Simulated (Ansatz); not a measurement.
Cartesian coordinates in Å:
```
O -2.494 -1.373 0.945
C -1.522 -1.118 0.356
N -0.528 -0.919 -0.294
Sn 0.922 0.466 -0.385
Cl 0.454 2.026 1.267
H 2.376 -0.309 0.005
H 0.791 1.227 -1.893
```

Total charge 0; spin multiplicity 1. Sn: def2 effective core potential.

**Question.** List the PBE/def2-TZVPP orbital energies in eV (the Gaussian-basis code of Ansatz). (Estimate.)

**Answer.** Computed: Occupied: -2739.00, -511.35, -381.00, -272.13, -249.56, -190.26, -190.09, -190.08, -134.55, -90.55, -90.48, -90.41, -27.67, -27.13, -27.02, -26.92, -26.86, -26.84, -23.03, -20.17, -14.53, -12.28, -11.35, -11.26, -10.98, -9.44, -9.33, -8.08, -7.79, -7.43, -7.17. Lowest empty: -2.24, -1.33, -0.94, 0.11, 0.20, 1.20, 1.40, 1.56.
